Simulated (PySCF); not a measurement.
B(Cl)2(NCO) (CBCl2NO), SMILES O=C=NB(Cl)Cl.

The structure is a stationary point at PBE-D3(BJ)/def2-SVP. The structure was generated by enumeration, and PubChem lists no compound with its InChIKey, so it may never have been made. The values are those of a single conformer.

Method: CAM-B3LYP/def2-TZVP run with PySCF.

| Quantity | Result |
|---|---|
| total energy | -1113.51049 hartree |
| point group | C2v |
| highest occupied level | -10.37 eV |
| lowest empty level | -0.93 eV |
| orbital gap | 9.44 eV |
| dipole moment | 0.33 D |
| quadrupole, principal values (traceless, Buckingham form, about the centre of nuclear charge) | -7.53, 2.60, 4.94 D·Å |
| mean static polarisability | 58.9 bohr³ (8.73 Å³) |
| polarisability, principal values | 35.2, 56.5, 85.1 bohr³ |
